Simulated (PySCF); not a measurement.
MgSn: frontier orbitals

PBE0 at R = 2.787 Å; PySCF, scalar-relativistic core potentials, basis sets Mg def2-SVP, Sn def2-SVP with ECP28. State: ³Σ⁻ (triplet), unpaired electrons π ↑↑. Only the outer orbitals are listed, counted within each symmetry, core potentials removing the inner ones.

```json
{"spin": "α", "orbital": "7σ", "occ.": "1", "ε (eV)": "-12.15", "on Mg (%)": "10", "main shells (%)": "89 Sn s"}
{"spin": "α", "orbital": "8σ", "occ.": "1", "ε (eV)": "-6.35", "on Mg (%)": "59", "main shells (%)": "58 Mg s, 35 Sn p"}
{"spin": "α", "orbital": "4π", "occ.": "1", "ε (eV)": "-4.76", "on Mg (%)": "15", "main shells (%)": "85 Sn p, 12 Mg p"}
{"spin": "α", "orbital": "4π", "occ.": "1", "ε (eV)": "-4.76", "on Mg (%)": "15", "main shells (%)": "85 Sn p, 12 Mg p"}
{"spin": "α", "orbital": "9σ", "occ.": "0", "ε (eV)": "-2.67", "on Mg (%)": "65", "main shells (%)": "36 Mg s, 34 Sn p, 29 Mg p"}
{"spin": "α", "orbital": "5π", "occ.": "0", "ε (eV)": "-0.70", "on Mg (%)": "88", "main shells (%)": "88 Mg p, 10 Sn p"}
{"spin": "α", "orbital": "5π", "occ.": "0", "ε (eV)": "-0.70", "on Mg (%)": "88", "main shells (%)": "88 Mg p, 10 Sn p"}
{"spin": "β", "orbital": "7σ", "occ.": "1", "ε (eV)": "-10.48", "on Mg (%)": "15", "main shells (%)": "85 Sn s, 10 Mg s"}
{"spin": "β", "orbital": "8σ", "occ.": "1", "ε (eV)": "-5.99", "on Mg (%)": "79", "main shells (%)": "77 Mg s, 14 Sn p"}
{"spin": "β", "orbital": "9σ", "occ.": "0", "ε (eV)": "-2.49", "on Mg (%)": "48", "main shells (%)": "50 Sn p, 40 Mg p, 9 Mg s"}
{"spin": "β", "orbital": "4π", "occ.": "0", "ε (eV)": "-1.96", "on Mg (%)": "43", "main shells (%)": "57 Sn p, 42 Mg p"}
{"spin": "β", "orbital": "4π", "occ.": "0", "ε (eV)": "-1.96", "on Mg (%)": "43", "main shells (%)": "57 Sn p, 42 Mg p"}
```

Task: Which are the highest filled and the lowest empty level, where do they sit, and how wide is the gap?

Result: Highest filled α 4π at -4.76 eV (in %: 85 Sn p, 12 Mg p); lowest empty α 9σ at -2.67 eV (in %: 36 Mg s, 34 Sn p, 29 Mg p); the gap at PBE0 is 2.09 eV.

The bond order (Mayer) is 1.34, the ⟨S²⟩ is 2.106 and the charge on Mg (Mulliken, basis-dependent) is 0.08. The charge on Mg (Löwdin, basis-dependent) is -0.02, the dipole moment (positive dipole means Mg(−)Sn(+)) is -2.97 D and the polarisability along the bond is 183.0 bohr³. The polarisability across the bond is 89.7 bohr³.

Spin–orbit coupling is left out. The state was picked by a PBE0 search and need not be the measured ground state.
